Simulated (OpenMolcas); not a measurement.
# Nd V: effect of the level shift or regulariser

- Program: OpenMolcas 26.06
- Basis: ANO-RCC-VTZP [8s7p5d3f2g1h]
- Scalar Hamiltonian: DKH2, point nucleus
- Active space: 2 electrons in 7 orbitals (4f)
- State averaging: 2S+1 = 3 even, 21 roots; 2S+1 = 1 even, 28 roots
- Spin-orbit coupling: RASSI with atomic mean-field integrals over the reference wave functions, term energies averaged over their components

Methods on the same reference wave functions:
A. CASSCF
B. SS-CASPT2, IPEA 0.25 Eh, imaginary shift 0.1 Eh (closed shells correlated: 5s 5p)
C. SS-CASPT2, IPEA 0.25 Eh, real shift 0.2 Eh (closed shells correlated: 5s 5p)

Energies in cm⁻¹ above 4f² ³H₄, the measured ground level; measured values from the list in Carvajal Gallego et al., Mon. Not. R. Astron. Soc. 518, 332 (2023).

```tsv
Level	A	B	C	Measured
4f² ³H₄	0.0	0.0	0.0	0.0
4f² ³H₅	2983	3010	3010	2834
4f² ³H₆	6097	6110	6110	5743
4f² ³F₂	7775	6490	6510	5894
4f² ³F₃	9708	8470	8480	7785
4f² ¹D₂	26943	23550	23570	20551
4f² ¹I₆	32224	29940	29950	26088
4f² ³P₀	33503	29260	29280	25051
4f² ³P₁	34367	30180	30210	25893
4f² ³P₂	36004	31880	31900	27479
4f² ¹S₀	73486	63170	63270
```

Deviations, from unrounded energies. A percentage is the sum of absolute deviations over the sum of measured energies, with the sign that they share, or ± where signs differ.

```
                        Against measurement  Levels      A      B      C
             mean absolute deviation (cm-1)       9   4700   2400   2400
      fine structure of the ground term (%)       2   +5.9   +6.3   +6.3
other terms of the ground configuration (%)       7  +30.1  +15.2  +15.3
```

B, C lie about equally close to measurement and A furthest from it. The largest miss of B in the table is 4f² ³P₂, by +4400 cm-1. The ranking rests on the paired levels alone, and a cruder setting can come out closer through cancelling errors.

Between B and C the level of the table that moves most is 4f² ¹S₀, by 100 cm-1 (lowest in B, highest in C). Moves below CASPT2's spread within the term are not significant.

The mean deviations of B to C differ by less than CASPT2's widest spread within a term (800 cm-1), so their order carries little weight.

From A to B the spin-free energies of the other terms of 4f² shown, above ³H, scale by factors of 0.81 to 0.92, as is usual when dynamic correlation screens the repulsion within a d or f shell.

The lowest spin-free term lies below A's lowest term by 0.237 hartree in B, 0.236 hartree in C.

CASPT2 does not keep the components of a term degenerate, so their means are used; among the terms shown or strongly mixed into the levels shown the widest spread is 800 cm-1 (4f² ¹I, B). Without dynamic correlation excited terms often stand tens of per cent too high (terms of higher spin than the ground term too low), and those without a measured partner can miss by more than the paired ones (holds for A). Some levels mix across a computed gap that differs much from the measured one, so their mixing is not that of the real levels (holds for A). Some terms miss by over 15 % even with CASPT2, which points to a basis or an active space too small for the shells correlated (holds for B; C). Computed and measured levels are paired by configuration, term and J; levels that our copy of the source lacks, or whose pairing is in doubt (as where it misses far off the trend of its configuration), stay unpaired and out of the deviations. Only configurations of the active space appear. Levels that lie high or do not pair safely by name in every column are left out.
